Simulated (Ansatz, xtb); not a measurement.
Species: sum formula SiAsH4, charge 0, multiplicity 2. It need not be the lowest isomer of its formula. 
Coordinates optimised at B3LYP-D3(BJ)/def2-TZVP (Ansatz, a program for electronic structure):
```xyz
6

Si    -1.5078     0.1377     0.3505
As     0.7860    -0.1027    -0.2172
H     -2.3121    -0.7446    -0.5262
H     -1.9512     1.5403     0.1591
H     -1.7412    -0.2460     1.7643
H      1.1758     0.9123     0.8614
```
Charge 0, spin multiplicity 2.

Harmonic wavenumbers from GFN2-xTB (xtb, at its own minimum), cm⁻¹: 125, 389, 441, 441, 672, 801, 805, 822, 1863, 2178, 2193, 2217.

Question: Give the harmonic wavenumbers at B3LYP-D3(BJ)/def2-TZVP (Ansatz, finite differences of forces, unscaled).

Answer: 162, 350, 451, 478, 711, 896, 947, 951, 2151, 2211, 2219, 2234 cm⁻¹. Zero-point energy 19.7 kcal/mol.

Question: From these and the geometry, give the ideal-gas thermochemistry at 298.15 K and 1 atm (rigid rotor, harmonic oscillator).

Answer: Point group Cs, rotational symmetry number 1. Rotational constants 61.66, 3.788, 3.723 GHz. S(trans) 39.92, S(rot) 23.43, S(vib) 5.87, S(elec, spin only) 1.38, S 70.6 cal/(mol K). H(298) - H(0) 3.46 kcal/mol; G - E(el) 2.1 kcal/mol.
